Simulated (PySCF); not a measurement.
## Magnetic susceptibility: `FC(F)[C@H]1C=CCO1`, C$_{5}$H$_{6}$F$_{2}$O

Molfile (atoms numbered from 1):
```
C5H6F2O
     RDKit          3D

 14 14  0  0  0  0  0  0  0  0999 V2000
    1.1282   -0.7430   -1.6479 F   0  0  0  0  0  0  0  0  0  0  0  0
    1.7074   -0.2861   -0.5139 C   0  0  0  0  0  0  0  0  0  0  0  0
    2.5794    0.6780   -0.8934 F   0  0  0  0  0  0  0  0  0  0  0  0
    0.6619    0.2895    0.4661 C   0  0  1  0  0  0  0  0  0  0  0  0
   -0.3803    1.1023   -0.2502 C   0  0  0  0  0  0  0  0  0  0  0  0
   -1.5402    0.4751   -0.1760 C   0  0  0  0  0  0  0  0  0  0  0  0
   -1.3849   -0.7836    0.6181 C   0  0  0  0  0  0  0  0  0  0  0  0
   -0.0431   -0.7598    1.0963 O   0  0  0  0  0  0  0  0  0  0  0  0
    2.2735   -1.1138   -0.0628 H   0  0  0  0  0  0  0  0  0  0  0  0
    1.2220    0.8584    1.2218 H   0  0  0  0  0  0  0  0  0  0  0  0
   -0.1348    2.0158   -0.7559 H   0  0  0  0  0  0  0  0  0  0  0  0
   -2.4807    0.7700   -0.5995 H   0  0  0  0  0  0  0  0  0  0  0  0
   -1.5501   -1.6737   -0.0051 H   0  0  0  0  0  0  0  0  0  0  0  0
   -2.0590   -0.8296    1.4804 H   0  0  0  0  0  0  0  0  0  0  0  0
  1  2  1  0
  2  3  1  0
  2  4  1  0
  4  5  1  0
  5  6  2  0
  6  7  1  0
  7  8  1  0
  8  4  1  0
  2  9  1  0
  4 10  1  1
  5 11  1  0
  6 12  1  0
  7 13  1  0
  7 14  1  0
M  END
```

Theory: PySCF, GIAO LC-wPBE/MINI magnetisability, rotational g tensor and spin-rotation constants, non-relativistic, gas phase. Geometry: GFN2-xTB.

(1) How diamagnetic is it, and how anisotropic?

(2) Split it along the inertial axes a, b, c into diamagnetic and paramagnetic parts about the centre of mass, with the quadrupole moment.

(3) And the rotational g tensor?

Results:

(1) Isotropic -1152 × 10⁻³⁰ J/T², or -69.4 × 10⁻⁶ cm³/mol; principal values -1264, -1130, -1063 × 10⁻³⁰ J/T², anisotropy 178 × 10⁻³⁰ J/T² (root of half the summed squared differences of the principal values). The susceptibility is in cgs units.

(2) 
```tsv
axis	χ (10⁻⁶ cm³/mol)	diamagnetic (10⁻⁶ cm³/mol)	paramagnetic (10⁻⁶ cm³/mol)	summed x² of all electrons (Å²)	quadrupole Θ (D Å)
a	-70.3	-382.8	312.5	155.7	+1.10
b	-64.3	-836.5	772.2	48.8	+0.60
c	-73.5	-867.4	793.8	41.5	-1.69
```
Anisotropies 2χaa − χbb − χcc = -2.8 and 2χbb − χaa − χcc = +15.3 × 10⁻⁶ cm³/mol. Θ is traceless in Buckingham's convention.

(3) 
```tsv
axis	rotational constant (GHz)	g	nuclear part	electronic part
a	4.0965	-0.0369	0.5645	-0.6014
b	1.5184	-0.0178	0.5331	-0.5508
c	1.4813	-0.0100	0.5425	-0.5524
```
Asymmetric top; isotopes 12C, 19F, 1H, 16O; no vibrational averaging.
